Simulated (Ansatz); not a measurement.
The same path of BClF2 + H (5 atoms, charge 0, multiplicity 2) was run twice with different band settings. Lost on the way: B1–Cl2. Made: Cl2–H5.

Computed with UKS PBE/def2-SVP (Ansatz).

Relaxed end points:

```xyz
5
Properties=species:S:1:pos:R:3
B 0.000 0.001 -0.231
Cl 0.000 0.010 1.522
F 1.141 -0.003 -0.902
F -1.141 -0.003 -0.902
H 0.000 -0.005 5.083
```

```xyz
5
Properties=species:S:1:pos:R:3
B 0.005 0.275 -0.322
Cl -0.034 0.885 2.600
F 1.150 -0.387 -0.262
F -1.142 -0.387 -0.302
H 0.021 -0.387 2.855
```

Common settings: spring 5.0 eV/Å²; optimiser quadratic models (default); start path through a guess of the saddle point; force threshold 0.05 eV/Å; iteration limit 60; end points relaxed.

| run | movable images | climbing image |
| --- | --- | --- |
| 1 | 5 | yes |
| 2 | 6 | no |

Task: What does each run give, and how far can it be trusted?

Result: Run 1: converged after 32 iterations, highest image 1.023 eV above the first end. A vibrational analysis at the climbing image gives one clearly imaginary mode, 306i cm⁻¹: a first-order saddle point.
Run 2: converged after 31 iterations, highest image 0.928 eV above the first end. No image climbed, so the highest image needn't sit at the top of the path.
